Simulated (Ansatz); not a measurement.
Reaction (ligand exchange at a Ge–Cl bond): `[BH2][GeH2][Cl]` + H–F → `[BH2][GeH2][F]` + HCl

Isolated molecules relaxed with PBE0-D4/def2-TZVP in Ansatz; ΔE leaves out vibrations. CCSD(T)/CBS is the MP2 limit (def2-TZVPP, def2-QZVPP) plus CCSD(T) − MP2 in def2-TZVPP, frozen cores. This one scheme is used for every species. Functionals use def2-TZVPP. HSE06 is defined as in plane-wave codes. For Ge outer-core shells are correlated without core-valence functions, which leaves a few kJ/mol of doubt a bond. Scalar relativity is left out up to krypton.

```csv
level,ΔE (kJ/mol)
HSE06-D4,24.3
BLYP,6.2
CCSD/def2-TZVPP,17.2
SCS-MP2/def2-QZVPP,18.4
```

Question: What does CCSD(T)/CBS give? (Best estimate.)

Answer: The calculation gave: +22.2 kJ/mol. The listed levels differ from it by 2.1, -16.0, -5.0, -3.8 kJ/mol.

Largest T1 diagnostic among the species: 0.012.

From BLYP to BHLYP (50 % exact exchange), in def2-TZVPP and without D4, ΔE moves by +6.7 kJ/mol. At CCSD(T), def2-SVP lies −17.1 kJ/mol from the extrapolated value and def2-TZVPP −4.0 kJ/mol.
